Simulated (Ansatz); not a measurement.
`C[CH2][InH2]` + `CBS` → `CBSCC` + `[InH3]`  (substitution at a C–In bond)

Computed with Ansatz on PBE0-D4/def2-TZVP structures; ΔE is electronic, products minus reactants. CCSD(T)/CBS adds triple-zeta CCSD(T) − MP2 to the extrapolated MP2 energy (def2 sets, frozen cores). DFT in def2-TZVPP. B3LYP here is the variant with VWN-RPA as its local correlation; programs differ in this. Elements past krypton have def2 core potentials. For In outer-core shells are correlated without core-valence functions, which leaves a few kJ/mol of doubt a bond. One conformer a species, not always the lowest.

`C[CH2][InH2]`:

```xyz
10

C    -0.979    0.952    0.199
C     0.008   -0.094    0.699
In    1.180   -1.076   -0.835
H    -1.537    1.410    1.022
H    -1.712    0.523   -0.489
H    -0.477    1.760   -0.340
H    -0.506   -0.884    1.257
H     0.720    0.344    1.407
H     2.345   -2.289   -0.421
H     0.957   -0.646   -2.500
```

`CBS`:

Cartesian coordinates in Å:
```
C 0.031 -0.363 -1.039
B 0.120 -0.069 0.488
S -0.610 1.419 1.145
H -0.460 -1.330 -1.199
H 1.041 -0.482 -1.449
H -0.493 0.392 -1.628
H 0.668 -0.816 1.243
H -0.297 1.248 2.440
```

`CBSCC`:

Cartesian coordinates in Å:
```
C -0.940 2.764 -0.164
B -0.870 1.230 0.113
S 0.583 0.315 -0.307
C 0.213 -1.399 0.188
C 1.393 -2.299 -0.113
H -0.047 3.190 -0.624
H -1.135 3.299 0.772
H -1.799 2.984 -0.809
H -1.786 0.639 0.611
H -0.676 -1.722 -0.354
H -0.019 -1.399 1.254
H 1.629 -2.299 -1.179
H 2.285 -1.976 0.428
H 1.170 -3.327 0.184
```

`[InH3]`:

Z-matrix (Å, degrees):
```
In
H 1 1.724
H 1 1.724 2 120.0
H 1 1.724 2 120.0 3 -180.0
```

Q: Is it downhill or uphill in electronic energy at CCSD(T)/CBS, and by how much? (An estimate is asked.)

A: Ansatz gave: Uphill: ΔE = +17.8 kJ/mol.

Q: What do these levels give: r2SCAN-D4, B3LYP-D4, B2PLYP, r2SCAN, PBE0, B3LYP, SCS-MP2/def2-TZVPP, CCSD/def2-TZVPP, CCSD(T)/def2-TZVPP, HF/def2-QZVPP, MP2/def2-QZVPP, MP2/CBS(def2)? (Best estimate.)

A: Ansatz gave: r2SCAN-D4 10.2, B3LYP-D4 11.0, B2PLYP 15.2, r2SCAN 11.0, PBE0 11.4, B3LYP 14.2, SCS-MP2/def2-TZVPP 17.3, CCSD/def2-TZVPP 17.1, CCSD(T)/def2-TZVPP 16.7, HF/def2-QZVPP 7.2, MP2/def2-QZVPP 20.1, MP2/CBS(def2) 20.5 kJ/mol.

Largest T1 diagnostic among the species: 0.014.

The D4 term adds −3.2 kJ/mol with B3LYP and −1.8 kJ/mol with PBE0; it sums over pairs of atoms, weighted by their polarisabilities, and B3LYP, whose exchange is more repulsive, gets the larger term. In def2-TZVPP, CCSD(T) changes the Hartree–Fock value by +9.5 kJ/mol (the triples alone add −0.4 kJ/mol) and MP2 by +12.3 kJ/mol.
